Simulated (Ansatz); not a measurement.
Reaction (formal exchange of groups at a B–B bond): `BBC=C` + `[SiH3][GeH3]` → `B[SiH2][GeH3]` + `BC=C`

Computed with Ansatz on PBE0-D4/def2-TZVP structures; ΔE is electronic, products minus reactants. CCSD(T)/CBS is the MP2 limit (def2-TZVPP, def2-QZVPP) plus CCSD(T) − MP2 in def2-TZVPP, frozen cores. Functionals use def2-TZVPP. B3LYP here is the variant with VWN-RPA as its local correlation; programs differ in this. HSE06 is defined as in plane-wave codes. For Ge outer-core shells are correlated without core-valence functions, which leaves a few kJ/mol of doubt a bond. Scalar relativity is left out up to krypton. Each species was taken in one conformer, which may not be the lowest.

`BBC=C`:

Z-matrix (Å, degrees):
```
B
B 1 1.642
H 1 1.201 2 122.3
H 1 1.201 2 122.3 3 -176.4
C 2 1.544 1 129.1 3 -91.8
H 2 1.209 1 115.5 3 88.2
C 5 1.338 2 121.1 1 179.9
H 5 1.089 2 121.6 1 -0.1
H 7 1.087 5 122.7 2 -180.0
H 7 1.086 5 120.7 2 0.0
```

`[SiH3][GeH3]`:

Cartesian coordinates in Å:
```
Si -0.810 -0.844 0.270
Ge 0.794 0.828 -0.265
H -1.275 -1.520 -0.970
H -1.981 -0.231 0.950
H -0.207 -1.859 1.173
H 2.014 0.204 -0.962
H 1.278 1.540 1.010
H 0.186 1.882 -1.206
```

`B[SiH2][GeH3]`:

Z-matrix (Å, degrees):
```
Si
Ge 1 2.400
B 1 1.985 2 101.7
H 1 1.488 2 107.0 3 -121.5
H 1 1.488 2 107.0 3 121.5
H 2 1.538 1 109.7 3 179.5
H 2 1.538 1 110.8 3 59.7
H 2 1.538 1 110.8 3 -60.7
H 3 1.196 1 120.8 2 86.7
H 3 1.196 1 120.8 2 -86.8
```

`BC=C`:

```xyz
8

B    -0.903    0.903   -0.144
C    -0.180   -0.445   -0.279
C     1.007   -0.641    0.308
H    -0.383    1.773    0.496
H    -1.964    1.107   -0.658
H    -0.607   -1.269   -0.848
H     1.476    0.150    0.887
H     1.554   -1.578    0.238
```

```json
{"level": "LDA (SPW92)", "ΔE (kJ/mol)": "13.1", "difference from CCSD(T)/CBS": "9.0"}
{"level": "revPBE-D4", "ΔE (kJ/mol)": "6.4", "difference from CCSD(T)/CBS": "2.3"}
{"level": "BLYP-D4", "ΔE (kJ/mol)": "8.1", "difference from CCSD(T)/CBS": "4.0"}
{"level": "r2SCAN-D4", "ΔE (kJ/mol)": "8.6", "difference from CCSD(T)/CBS": "4.5"}
{"level": "B97M-V", "ΔE (kJ/mol)": "12.5", "difference from CCSD(T)/CBS": "8.4"}
{"level": "PBE0-D4", "ΔE (kJ/mol)": "6.7", "difference from CCSD(T)/CBS": "2.6"}
{"level": "B3LYP-D4", "ΔE (kJ/mol)": "7.9", "difference from CCSD(T)/CBS": "3.8"}
{"level": "HSE06-D4", "ΔE (kJ/mol)": "6.6", "difference from CCSD(T)/CBS": "2.5"}
{"level": "BHLYP-D4", "ΔE (kJ/mol)": "7.0", "difference from CCSD(T)/CBS": "2.9"}
{"level": "CAM-B3LYP-D4", "ΔE (kJ/mol)": "10.9", "difference from CCSD(T)/CBS": "6.8"}
{"level": "ωB97X-V", "ΔE (kJ/mol)": "8.8", "difference from CCSD(T)/CBS": "4.7"}
{"level": "ωB97M-V", "ΔE (kJ/mol)": "8.5", "difference from CCSD(T)/CBS": "4.4"}
{"level": "B2PLYP", "ΔE (kJ/mol)": "7.1", "difference from CCSD(T)/CBS": "3.0"}
{"level": "PBE-QIDH", "ΔE (kJ/mol)": "5.0", "difference from CCSD(T)/CBS": "0.9"}
{"level": "PBE", "ΔE (kJ/mol)": "8.9", "difference from CCSD(T)/CBS": "4.8"}
{"level": "BLYP", "ΔE (kJ/mol)": "10.7", "difference from CCSD(T)/CBS": "6.6"}
{"level": "r2SCAN", "ΔE (kJ/mol)": "8.8", "difference from CCSD(T)/CBS": "4.7"}
{"level": "PBE0", "ΔE (kJ/mol)": "7.9", "difference from CCSD(T)/CBS": "3.8"}
{"level": "B3LYP", "ΔE (kJ/mol)": "10.2", "difference from CCSD(T)/CBS": "6.1"}
{"level": "r2SCANh", "ΔE (kJ/mol)": "8.3", "difference from CCSD(T)/CBS": "4.2"}
{"level": "r2SCAN0", "ΔE (kJ/mol)": "7.6", "difference from CCSD(T)/CBS": "3.5"}
{"level": "HSE06", "ΔE (kJ/mol)": "7.8", "difference from CCSD(T)/CBS": "3.7"}
{"level": "BHLYP", "ΔE (kJ/mol)": "9.6", "difference from CCSD(T)/CBS": "5.5"}
{"level": "LC-ωPBE", "ΔE (kJ/mol)": "10.9", "difference from CCSD(T)/CBS": "6.8"}
{"level": "RPA@PBE/def2-TZVPP", "ΔE (kJ/mol)": "0.4", "difference from CCSD(T)/CBS": "-3.7"}
{"level": "HF/def2-SVP", "ΔE (kJ/mol)": "8.4", "difference from CCSD(T)/CBS": "4.3"}
{"level": "MP2/def2-SVP", "ΔE (kJ/mol)": "4.8", "difference from CCSD(T)/CBS": "0.7"}
{"level": "CCSD/def2-SVP", "ΔE (kJ/mol)": "6.6", "difference from CCSD(T)/CBS": "2.5"}
{"level": "CCSD(T)/def2-SVP", "ΔE (kJ/mol)": "5.9", "difference from CCSD(T)/CBS": "1.8"}
{"level": "HF/def2-TZVPP", "ΔE (kJ/mol)": "8.2", "difference from CCSD(T)/CBS": "4.1"}
{"level": "MP2/def2-TZVPP", "ΔE (kJ/mol)": "2.4", "difference from CCSD(T)/CBS": "-1.7"}
{"level": "SCS-MP2/def2-TZVPP", "ΔE (kJ/mol)": "3.6", "difference from CCSD(T)/CBS": "-0.5"}
{"level": "CCSD/def2-TZVPP", "ΔE (kJ/mol)": "4.8", "difference from CCSD(T)/CBS": "0.7"}
{"level": "CCSD(T)/def2-TZVPP", "ΔE (kJ/mol)": "3.5", "difference from CCSD(T)/CBS": "-0.6"}
{"level": "HF/def2-QZVPP", "ΔE (kJ/mol)": "8.6", "difference from CCSD(T)/CBS": "4.5"}
{"level": "MP2/def2-QZVPP", "ΔE (kJ/mol)": "2.9", "difference from CCSD(T)/CBS": "-1.2"}
{"level": "SCS-MP2/def2-QZVPP", "ΔE (kJ/mol)": "4.1", "difference from CCSD(T)/CBS": "0.0"}
{"level": "HF/CBS(def2)", "ΔE (kJ/mol)": "8.7", "difference from CCSD(T)/CBS": "4.6"}
{"level": "MP2/CBS(def2)", "ΔE (kJ/mol)": "3.0", "difference from CCSD(T)/CBS": "-1.1"}
{"level": "CCSD/CBS(def2)", "ΔE (kJ/mol)": "5.4", "difference from CCSD(T)/CBS": "1.3"}
{"level": "CCSD(T)/CBS", "ΔE (kJ/mol)": "4.1", "difference from CCSD(T)/CBS": "0"}
```

Largest T1 diagnostic among the species: 0.013.

In def2-TZVPP, CCSD(T) changes the Hartree–Fock value by −4.6 kJ/mol (the triples alone add −1.3 kJ/mol) and MP2 by −5.7 kJ/mol. Leaving LDA and LC-ωPBE aside and taking each functional with its dispersion term where it has one, the values spread over 7.4 kJ/mol, from PBE-QIDH to B97M-V. LDA lies +4.2 kJ/mol from PBE without D4.
